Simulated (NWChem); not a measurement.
A series in which one site is exchanged, each optimised at PBE0/def2-SVP with NWChem, gas phase unless a solvent is named. Some are not confirmed as minima by frequencies. def2 effective core potentials on Sn; no spin-orbit coupling.

A: [Cl][SnH]([Cl])[Cl] (SnHCl3; site = H)
B: [Cl][Sn]([Cl])([Cl])[Br] (SnBrCl$_{3}$; site = Br)
C: [Cl][Sn]([Cl])([Cl])[Cl] (SnCl4; site = Cl)
D: [F][Sn]([Cl])([Cl])[Cl] (SnCl₃F; site = F)

```tsv
quantity	A	B	C	D
dipole (D), PBE0/def2-SVP	2.19	0.55	0.00	___
orbital gap (eV), PBE0/def2-SVP	6.84	5.75	6.20	___
static polarisability, PBE/def2-SVPD (bohr³)	84.5	107.7	98.7	___
lowest singlet excitation, PBE/def2-SVPD, TDA (eV)	4.57	3.63	3.95	___
```

Q: Complete the blanks.

A: 
- dipole (D), PBE0/def2-SVP, D: 1.08
- orbital gap (eV), PBE0/def2-SVP, D: 6.34
- static polarisability, PBE/def2-SVPD (bohr³), D: 82.8
- lowest singlet excitation, PBE/def2-SVPD, TDA (eV), D: 4.08
